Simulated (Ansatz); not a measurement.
Cost and result for the atomization energy of CH$_{5}$BO$_{3}$ (`OBOCO`) (10 atoms, 9 bonds).

```xyz
10

O     1.713    1.294    1.098
B     0.854    0.812    0.167
O    -0.231    0.139    0.625
C    -1.106   -0.490   -0.277
O    -0.725   -1.800   -0.533
H     2.446    1.774    0.709
H     1.025    0.981   -1.011
H    -1.104    0.021   -1.243
H    -2.103   -0.436    0.174
H    -0.770   -2.295    0.291
```

The species carries charge 0 and has multiplicity 1. All single points use the PBE0-D4/def2-TZVP geometry. It is one conformer, not always the lowest. Program: Ansatz. All runs use 4 threads of an Intel Xeon 6975P-C on a shared host. Times are those of one run each, without the atoms' runs, and a repeat can differ threefold. Electronic energies, without spin–orbit coupling; frozen cores. CCSD(T)/CBS adds CCSD(T) − MP2 in def2-TZVPP to the MP2 limit, and its time is that of the two runs behind it. T1 = 0.013. B3LYP takes the VWN-RPA correlation (the form of Gaussian; ORCA's B3LYP/G).

CCSD(T)/CBS is a level of theory with its own doubt, some kJ/mol a heavy atom from the limit and from the frozen cores, so smaller differences don't rank the functionals.

| level | functions | wall time |
| --- | --- | --- |
| PBE-D4/def2-TZVPP (with forces) | 225 | 1 s |
| PBE0-D4/def2-TZVPP | 225 | 1.1 s |
| B3LYP-D4/def2-TZVPP (with forces) | 225 | 1.6 s |
| r2SCAN-D4/def2-TZVPP (with forces) | 225 | 1.6 s |
| B2PLYP/def2-TZVPP | 225 | 2 s |
| ωB97X-V/def2-TZVPP | 225 | 2.6 s |
| ωB97M-V/def2-TZVPP (with forces) | 225 | 3.4 s |
| MP2/def2-QZVPP | 435 | 8.5 s |
| CCSD(T)/def2-TZVPP | 225 | 27 s |
| CCSD(T)/CBS(def2) | – | 35 s |

(1) What atomization energy does each give, and how far from CCSD(T)/CBS? (Estimate.)

Results:

(1) Ansatz gave: 
| level | atomization (kcal/mol) | difference from CCSD(T)/CBS | per bond |
| --- | --- | --- | --- |
| PBE-D4/def2-TZVPP (with forces) | 997.8 | 24.2 | 2.7 |
| PBE0-D4/def2-TZVPP | 971.7 | -1.9 | -0.2 |
| B3LYP-D4/def2-TZVPP (with forces) | 971.7 | -1.9 | -0.2 |
| r2SCAN-D4/def2-TZVPP (with forces) | 977.1 | 3.5 | 0.4 |
| B2PLYP/def2-TZVPP | 964.9 | -8.7 | -1.0 |
| ωB97X-V/def2-TZVPP | 973.2 | -0.4 | -0.1 |
| ωB97M-V/def2-TZVPP (with forces) | 977.3 | 3.7 | 0.4 |
| MP2/def2-QZVPP | 990.4 | 16.8 | 1.9 |
| CCSD(T)/def2-TZVPP | 947.7 | -25.9 | -2.9 |
| CCSD(T)/CBS(def2) | 973.6 | 0.0 | 0.0 |

In def2-TZVPP, CCSD(T) changes the Hartree–Fock value by +253.9 kcal/mol (the triples alone add +15.6 kcal/mol) and MP2 by +281.3 kcal/mol; breaking electron pairs costs correlation energy, which Hartree–Fock lacks. From PBE to PBE0 (25 % exact exchange), in def2-TZVPP and without D4, the atomization energy moves by −25.6 kcal/mol: exact exchange takes away binding that semilocal exchange gives to molecules. The D4 term adds +5.2 kcal/mol with B3LYP and +2.7 kcal/mol with PBE0; it sums over pairs of atoms, weighted by their polarisabilities, and B3LYP, whose exchange is more repulsive, gets the larger term.
